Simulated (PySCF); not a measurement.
**Dipole response of W (tungsten, neutral)**

[Xe] 4f14 5d4 6s2, high-spin 5D determinant. Computed with PySCF 2.14 in x2c-TZVPPall with one added diffuse shell each of s, p, d, f type (12s8p8d4f1g, 113 functions), with the spin-free X2C one-electron Hamiltonian (Gaussian nucleus). Coupled (time-dependent) response in atomic units; α is the mean over directions.

| method | mean α (bohr³) | α xx, yy, zz | C₆ (like pair) | S(−4) |
| --- | --- | --- | --- | --- |
| UHF | 100.4 | 107.3, 107.3, 86.58 | 1238 | 8887 |

S(−4) is the Cauchy moment in α(ω) = α(0) + S(−4) ω² + …

Reference α: 68 ± 15 bohr³ (recommended; Schwerdtfeger and Nagle, table of static dipole polarizabilities (2023 update)). Published C₆: 757.0 (Gould and Bucko (2016)).

Spin-orbit coupling is absent.

Hartree-Fock lies above the reference because it lacks correlation, which contracts the outer shell.

α(iu) at UHF:

```csv
u (hartree),α(iu) (bohr³)
0,100.4
0.0500,85.94
0.100,67.29
0.200,41.16
0.300,27.16
0.500,14.96
0.750,9.106
1.00,6.348
1.50,3.731
2.00,2.494
3.00,1.350
5.00,0.5759
```

A single London oscillator, α(iu) = α/(1 + u²/ω²), gives C₆ = (3/4) ω α². Matching the computed C₆ needs ω = 4 × 1238 / (3 × 100.4²) = 0.164 hartree.

The components differ because the open shell of this determinant is not spherical; for a pure term their mean is the scalar polarisability.

Spin-orbit coupling, absent here, splits the open shell strongly.
